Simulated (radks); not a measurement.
Ce II, 57 electrons, occupied as [Xe] 4f1 5d2.

All-electron calculation, Dirac Kohn-Sham, PBE, spin-unpolarised, spherical densities, finite nucleus; open shells are shared between the two j in proportion to 2j + 1; Fermi nuclear charge, rms radius 4.8771 fm. Program: a radial shooting solver on a logarithmic mesh with Libxc functionals.

Energy parts (eV):
part                      energy
total                 -241216.24
kinetic                258765.71
electron-nucleus      -587298.73
Hartree                 93031.38
exchange-correlation    -5714.60

Orbitals (lengths in bohr, moments of r in powers of bohr; <r^-3> diverges for s and p1/2):
orbital      occ.  eigenvalue (eV)      <r>  <r^-3>  small-component weight
1s1/2           2        -40235.16  0.02457       -                4.61e-02
2s1/2           2        -6442.821   0.1047       -                1.00e-02
2p1/2           2        -6083.390  0.08795       -                1.00e-02
2p3/2           4        -5636.798  0.09415    7087                9.44e-03
3s1/2           2        -1390.376   0.2783       -                3.07e-03
3p1/2           2        -1238.117   0.2681       -                3.01e-03
3p3/2           4        -1150.355   0.2802    1430                2.84e-03
3d3/2           4        -884.0872   0.2513   234.4                2.72e-03
3d5/2           6        -865.2424   0.2552   213.2                2.67e-03
4s1/2           2        -284.3955   0.6373       -                9.45e-04
4p1/2           2        -227.8344   0.6561       -                8.79e-04
4p3/2           4        -208.9853   0.6832   308.2                8.25e-04
4d3/2           4        -116.1121   0.7386   41.94                6.81e-04
4d5/2           6        -112.8088   0.7483   37.79                6.66e-04
4f5/2    0.428571          -9.4053    1.107   4.280                3.40e-04
4f7/2    0.571429          -9.0756    1.120   4.159                3.35e-04
5s1/2           2         -44.3909    1.524       -                2.08e-04
5p1/2           2         -29.0863    1.714       -                1.65e-04
5p3/2           4         -26.3856    1.797   43.70                1.51e-04
5d3/2         0.8          -7.3314    2.814   2.692                6.28e-05
5d5/2         1.2          -7.1247    2.870   2.379                6.04e-05

The highest occupied level is 5d5/2 at -7.125 eV. The electron density at the nucleus is 3.829e+05 e/bohr^3. Summed over all electrons, <r^2> = 59.44 bohr^2, which gives a Langevin (diamagnetic) susceptibility term of -47.1 x 10^-6 cm^3/mol. For comparison, the ionisation energy in NIST's Atomic Spectra Database is 10.96 eV (semi-empirical). In exact Kohn-Sham theory the highest level is minus the ionisation energy, but local and semilocal functionals leave it too shallow, through self-interaction and a potential that decays too fast; potentials with the right tail come closer. The density falls to 0.001 e/bohr^3 at r = 4.38 bohr.

Beside tabulated values, note that spin-unpolarised runs miss the spin-polarisation part of the exchange energy of open shells.
